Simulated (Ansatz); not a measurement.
Cost and result up the ladder for the cluster Sn4H8 (12 atoms). Total charge 0; singlet. Geometry: PBE-D4/def2-SVP.

```xyz
12

Sn    0.3703   -0.6912   -0.8717
Sn    2.9273   -1.1924    0.5718
Sn    0.7090    1.0288    1.6016
Sn   -2.2072    0.5013   -0.4274
H    -2.9650    0.5752   -1.9844
H     2.0445   -2.0308    1.8970
H    -0.1596   -2.3419   -1.0026
H     1.1807    2.1963    0.3030
H    -3.1585   -0.4863    0.6262
H     2.6577    0.4496    1.5295
H     0.7690   -0.1196   -2.4590
H    -2.1681    2.1110    0.2161
```

Ansatz on 4 threads of Arm Neoverse V1 on a shared host. Times are rough, and most runs start from the orbitals of an earlier one. ωB97M-V/def2-TZVP serves as the yardstick here, not as an exact answer. Differences are given only for rows in sets of like size (and for xTB, whose basis is part of the method), since another set adds its own error. Binding counts from free atoms at the same level (Sn triplet, H doublet; other spins of the atoms weren't run), without zero-point energy or a counterpoise term.

In the def2 sets Sn takes a core potential; there is no spin–orbit coupling. LC-ωPBE has ω = 0.4 bohr⁻¹. Correlated methods freeze 16 core orbitals; core or outer-core shells of Sn are correlated, in sets that lack core-valence functions. The rows differ in basis, and correlated rows in double-zeta sets carry the largest basis error. Another isomer (singlet) lies 0.35 eV lower at PBE0-D4/def2-TZVP; other spin states weren't run for this one.

Correlated methods converge slowly with the basis, most of all in double-zeta sets.

```json
{"level": "PBE-D4/def2-TZVP (with forces)", "functions": "248", "wall time": "4.3 s", "binding energy per atom (eV)": "2.24", "difference from ωB97M-V/def2-TZVP (eV)": "0.01"}
{"level": "LC-ωPBE/def2-TZVP", "functions": "248", "wall time": "5.5 s", "binding energy per atom (eV)": "2.16", "difference from ωB97M-V/def2-TZVP (eV)": "-0.07"}
{"level": "r2SCAN-D4/def2-TZVP", "functions": "248", "wall time": "8 s", "binding energy per atom (eV)": "2.25", "difference from ωB97M-V/def2-TZVP (eV)": "0.02"}
{"level": "PBE0-D4/def2-TZVP", "functions": "248", "wall time": "8.5 s", "binding energy per atom (eV)": "2.22", "difference from ωB97M-V/def2-TZVP (eV)": "-0.02"}
{"level": "ωB97M-V/def2-TZVP", "functions": "248", "wall time": "22 s", "binding energy per atom (eV)": "2.24", "difference from ωB97M-V/def2-TZVP (eV)": "0.00"}
{"level": "CCSD(T)/def2-SVP", "functions": "144", "wall time": "69 s", "binding energy per atom (eV)": "2.06", "difference from ωB97M-V/def2-TZVP (eV)": "–"}
```
